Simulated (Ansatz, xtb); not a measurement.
# Isomers of C4H2ClFN2 in order of energy

8 gas-phase structures of C4H2ClFN2, from a drawn sample of its isomers (lower ones may exist). Each was relaxed with GFN2-xTB:

A. `Fc1ncncc1Cl`, a singlet
B. `Fc1nnccc1Cl`, a singlet
C. `Fc1cnnc(Cl)c1`, a singlet
D. `Fc1cncc(Cl)n1`, a singlet
E. `Fc1nccc(Cl)n1`, a singlet
F. `Fc1cncnc1Cl`, a singlet
G. `Fc1nccnc1Cl`, a singlet
H. `Fc1cnc(Cl)cn1`, a singlet

**Question.** Make a reasoned guess at their ranking by r2SCAN-D4/def2-SVP//GFN2-xTB single-point energy.

**Answer.** Calculated order at r2SCAN-D4/def2-SVP//GFN2-xTB: E (0.000), A (0.300), D (0.364), H (0.399), G (0.400), F (0.532), B (1.415), C (1.520) eV. Less than 1 kcal/mol parts D and H; H and G, so the order within those pairs means little.

Energies above the lowest of each column, in eV; the last columns are at r2SCAN-D4/def2-SVP geometries and were run for some of them only (a dash: not run or not comparable):

| structure | GFN2-xTB | HF/STO-3G | r2SCAN-D4/def2-SVP//GFN2-xTB | r2SCAN-D4/def2-SVP | CCSD(T)/def2-SVP + ΔMP2/def2-TZVPP |
| --- | --- | --- | --- | --- | --- |
| E | 0.000 | 0.000 | 0.000 | 0.000 | 0.000 |
| A | 0.251 | 0.166 | 0.300 | 0.300 | 0.237 |
| D | 0.362 | 0.239 | 0.364 | 0.358 | 0.362 |
| H | 0.381 | 0.237 | 0.399 | 0.393 | 0.380 |
| G | 0.451 | 0.272 | 0.400 | 0.396 | 0.409 |
| F | 0.340 | 0.301 | 0.532 | 0.524 | – |
| B | 1.086 | 0.977 | 1.415 | – | – |
| C | 1.063 | 1.021 | 1.520 | – | – |

Every level run on E puts it lowest or level with the lowest. Frequencies (GFN2-xTB) were run for A, D, E, G, H alone. ΔMP2 is the change of the MP2 energy from the smaller to the larger basis.

Over these structures GFN2-xTB departs from r2SCAN-D4/def2-SVP//GFN2-xTB by 0.151 eV on average once a common shift is removed. A GFN2-xTB relaxation took about 0.054 s and the r2SCAN-D4/def2-SVP//GFN2-xTB energy about 2.5 s on a shared host (Ansatz 0.2.0, xtb 6.7.1).
